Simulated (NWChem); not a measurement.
CH2BrF; SMILES FCBr

```xyz
5

F      0.4104     1.9582     0.0000
C     -0.6028     1.0784     0.0000
Br     0.0548    -0.7450     0.0000
H     -1.2083     1.1931     0.9096
H     -1.2083     1.1931    -0.9096
```
Atoms are numbered in this order, from 1.

Results from NWChem. Pople sets run with spherical d functions. All runs use the structure optimised with PBE0/def2-SVP. B3LYP is NWChem's, with the RPA form of VWN correlation. GIAO values for the isolated, static molecule; σ is the absolute isotropic shielding, δ = σ(reference) − σ with the isolated reference molecule computed at the same levels (13C: tetramethylsilane, 19F: trichlorofluoromethane, 1H: tetramethylsilane). Spin-orbit effects, on the heavy nuclei and on their neighbours, are missing.

Question: What does the run give for B3LYP/6-31G*? Quantities: δ F1 (ppm); δ C2 (ppm); σ Br3 (ppm); δ H4 (ppm).

Answer: 
| Property | Result |
|---|---|
| δ F1 (ppm) | -168.7 |
| δ C2 (ppm) | 88.2 |
| σ Br3 (ppm) | 2180.2 |
| δ H4 (ppm) | 6.03 |
